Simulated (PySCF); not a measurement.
C2H6Ga (SMILES [CH3][Ga+][CH3]), charge +1, singlet, geometry from GFN2-xTB (such geometries of metal compounds can be far from the true shape); DF-B3LYP5/STO-3G run with PySCF.

Here is a job for PySCF.
```python
from pyscf import gto, scf, dft

mol = gto.Mole()
mol.atom = '''
    Ga    0.003435    0.003371    0.004824
    C     1.585033    0.217159   -1.294474
    H     2.252150   -0.643813   -1.179606
    H     2.117540    1.144111   -1.056772
    H     1.190980    0.257426   -2.315504
    C    -1.595223   -0.227158    1.280162
    H    -2.110104   -1.159334    1.024532
    H    -2.270668    0.625642    1.153597
    H    -1.225239   -0.268524    2.310069
'''
mol.basis = 'sto-3g'
mol.charge = 1
mol.spin = 0
mol.verbose = 4
mol.build()

mf = dft.RKS(mol)
mf.xc = 'b3lyp5'
mf = mf.density_fit(auxbasis='def2-universal-jkfit')
mf.kernel()
```

Problem. Predict the main parts of the log of this PySCF run.

Solution. 
```
PySCF version 2.14.0

[INPUT] verbose = 4
[INPUT] num. atoms = 9
[INPUT] num. electrons = 48
[INPUT] charge = 1
[INPUT] spin (= nelec alpha-beta = 2S) = 0
[INPUT] symmetry False subgroup None
[INPUT] Mole.unit = angstrom
[INPUT] Symbol           X                Y                Z      unit          X                Y                Z       unit  Magmom
[INPUT]  1 Ga     0.003435000000   0.003371000000   0.004824000000 AA    0.006491209238   0.006370266766   0.009116038825 Bohr   0.0
[INPUT]  2 C      1.585033000000   0.217159000000  -1.294474000000 AA    2.995278268398   0.410371035484  -2.446201335370 Bohr   0.0
[INPUT]  3 H      2.252150000000  -0.643813000000  -1.179606000000 AA    4.255946691439  -1.216630245435  -2.229132274894 Bohr   0.0
[INPUT]  4 H      2.117540000000   1.144111000000  -1.056772000000 AA    4.001570657812   2.162056446102  -1.997009656109 Bohr   0.0
[INPUT]  5 H      1.190980000000   0.257426000000  -2.315504000000 AA    2.250626019834   0.486464637342  -4.375668400335 Bohr   0.0
[INPUT]  6 C     -1.595223000000  -0.227158000000   1.280162000000 AA   -3.014534577607  -0.429266407004   2.419155575075 Bohr   0.0
[INPUT]  7 H     -2.110104000000  -1.159334000000   1.024532000000 AA   -3.987518654349  -2.190823746897   1.936084885853 Bohr   0.0
[INPUT]  8 H     -2.270668000000   0.625642000000   1.153597000000 AA   -4.290940639814   1.182292032025   2.179982388120 Bohr   0.0
[INPUT]  9 H     -1.225239000000  -0.268524000000   2.310069000000 AA   -2.315366147136  -0.507436817873   4.365397738848 Bohr   0.0

nuclear repulsion = 162.074804765019
number of shells = 20
number of NR pGTOs = 102
number of NR cGTOs = 34
basis = sto-3g
ecp = {}

******** <class 'pyscf.df.df_jk.DFRKS'> ********
method = DFRKS
initial guess = minao
damping factor = 0
level_shift factor = 0
DIIS = <class 'pyscf.scf.diis.CDIIS'>
diis_start_cycle = 1
diis_space = 8
diis_damp = 0
SCF conv_tol = 1e-09
SCF conv_tol_grad = None
SCF max_cycles = 50
direct_scf = False
XC library pyscf.dft.libxc version 7.1.2
    S. Lehtola, C. Steigemann, M. J. T. Oliveira, and M. A. L. Marques,  SoftwareX 7, 1–5 (2018)
XC functionals = b3lyp5
    P. A. M. Dirac,  Math. Proc. Cambridge Philos. Soc. 26, 376 (1930)
    F. Bloch,  Z. Phys. 57, 545 (1929)
    A. D. Becke,  Phys. Rev. A 38, 3098 (1988)
    C. Lee, W. Yang, and R. G. Parr,  Phys. Rev. B 37, 785 (1988)
    B. Miehlich, A. Savin, H. Stoll, and H. Preuss,  Chem. Phys. Lett. 157, 200 (1989)
    S. H. Vosko, L. Wilk, and M. Nusair,  Can. J. Phys. 58, 1200 (1980)
radial grids:
    Treutler-Ahlrichs [JCP 102, 346 (1995); DOI:10.1063/1.469408] (M4) radial grids

becke partition: Becke, JCP 88, 2547 (1988); DOI:10.1063/1.454033
pruning grids: <function nwchem_prune>
grids dens level: 3
symmetrized grids: False
atomic radii adjust function: <function treutler_atomic_radii_adjust>
small_rho_cutoff = 0
Set gradient conv threshold to 3.16228e-05
Initial guess from minao.
tot grids = 107992
******** <class 'pyscf.df.df.DF'> ********
auxbasis = def2-universal-jkfit
init E= -1978.56419165725
  HOMO = -0.528093347330621  LUMO = -0.310130030004662  gap/eV = 5.93108
cycle= 1 E= -1980.55891108149  delta_E= -1.99  |g|= 0.408  |ddm|= 3.22
  HOMO = 0.0419013088417678  LUMO = 0.0452135350708397  gap/eV = 0.09013
cycle= 2 E= -1969.52670421762  delta_E=   11  |g|= 3.58  |ddm|= 5.64
  HOMO = -0.340997802176883  LUMO = -0.238077009257091  gap/eV = 2.80062
cycle= 3 E= -1980.65286567542  delta_E= -11.1  |g|= 0.224  |ddm|= 5.38
  HOMO = -0.407299183643463  LUMO = -0.262768997031318  gap/eV = 3.93287
cycle= 4 E= -1980.65847232762  delta_E= -0.00561  |g|= 0.174  |ddm|= 0.201
  HOMO = -0.422924031292285  LUMO = -0.268594521764802  gap/eV = 4.19952
cycle= 5 E= -1980.65682315178  delta_E= 0.00165  |g|= 0.198  |ddm|= 0.116
  HOMO = -0.431832129946602  LUMO = -0.267178238395946  gap/eV = 4.48046
cycle= 6 E= -1980.65448716111  delta_E= 0.00234  |g|= 0.209  |ddm|= 0.0341
  HOMO = -0.415457017738149  LUMO = -0.264389038078754  gap/eV = 4.11077
cycle= 7 E= -1980.66115145991  delta_E= -0.00666  |g|= 0.174  |ddm|= 0.0794
  HOMO = -0.38056904597917  LUMO = -0.259414108758103  gap/eV = 3.29679
cycle= 8 E= -1980.67347286502  delta_E= -0.0123  |g|= 0.0627  |ddm|= 0.248
  HOMO = -0.3642930877392  LUMO = -0.257303438430753  gap/eV = 2.91134
cycle= 9 E= -1980.67505974743  delta_E= -0.00159  |g|= 0.00857  |ddm|= 0.105
  HOMO = -0.361547718726832  LUMO = -0.25693414180437  gap/eV = 2.84668
cycle= 10 E= -1980.67508877632  delta_E= -2.9e-05  |g|= 0.000789  |ddm|= 0.0178
  HOMO = -0.361663511674122  LUMO = -0.256953239346039  gap/eV = 2.84931
cycle= 11 E= -1980.67508906716  delta_E= -2.91e-07  |g|= 0.000246  |ddm|= 0.00155
  HOMO = -0.361677480748387  LUMO = -0.256956185535358  gap/eV = 2.84961
cycle= 12 E= -1980.67508910195  delta_E= -3.48e-08  |g|= 0.000167  |ddm|= 0.000624
  HOMO = -0.361744960080569  LUMO = -0.256966002842556  gap/eV = 2.85118
cycle= 13 E= -1980.67508914456  delta_E= -4.26e-08  |g|= 6.42e-05  |ddm|= 0.00169
  HOMO = -0.361727985016831  LUMO = -0.256962588717471  gap/eV = 2.85081
cycle= 14 E= -1980.67508914829  delta_E= -3.73e-09  |g|= 5.96e-06  |ddm|= 0.000463
  HOMO = -0.361726757818794  LUMO = -0.256962749386428  gap/eV = 2.85077
cycle= 15 E= -1980.67508914847  delta_E= -1.76e-10  |g|= 2.48e-06  |ddm|= 9.83e-05
  HOMO = -0.36172636510758  LUMO = -0.256962479730725  gap/eV = 2.85077
Extra cycle  E= -1980.67508914849  delta_E= -2.05e-11  |g|= 3.54e-06  |ddm|= 2.39e-05
converged SCF energy = -1980.67508914849
```
